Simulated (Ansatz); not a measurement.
The same molecule with X = B, Al, Ga, In. Ansatz, PBE0-D4/def2-TZVP geometries, multiplicity 1. Each molecule was computed in one conformer, which needn't be the lowest.

Elements past krypton have def2 core potentials. Scalar relativity is left out up to krypton.

| X | molecule | mean X–F bond length / Å | mean X–S bond length / Å | LUMO energy (PBE0/def2-TZVPP) / eV | HOMO energy (PBE0/def2-TZVPP) / eV | HOMO energy (PBE/def2-TZVPP) / eV |
| --- | --- | --- | --- | --- | --- | --- |
| Al | `[F][Al]([SH])[SH]` | 1.646 | 2.165 | -0.82 | -7.89 | -6.67 |
| Ga | `[F][Ga]([SH])[SH]` | 1.750 | 2.181 | -1.20 | -7.97 | -6.74 |
| In | `[F][In]([SH])[SH]` | 1.946 | 2.358 | -2.11 | -7.93 | -6.69 |

Problem. Give the row for X = B, `FB(S)S`. (An estimate is asked.)

Solution. Computed: 
| X | molecule | mean X–F bond length / Å | mean X–S bond length / Å | LUMO energy (PBE0/def2-TZVPP) / eV | HOMO energy (PBE0/def2-TZVPP) / eV | HOMO energy (PBE/def2-TZVPP) / eV |
| --- | --- | --- | --- | --- | --- | --- |
| B | `FB(S)S` | 1.328 | 1.805 | -0.34 | -7.69 | -6.49 |

From B to In the mean X–F bond length rises at each step, by 0.618 Å in all; the mean X–S bond length rises at each step, by 0.553 Å in all; the LUMO energy (PBE0/def2-TZVPP) falls at each step, by 1.77 eV in all; the HOMO energy (PBE0/def2-TZVPP) isn't monotonic: highest at B, lowest at Ga; the HOMO energy (PBE/def2-TZVPP) isn't monotonic: highest at B, lowest at Ga. Bonds lengthen as the atom grows down the group.
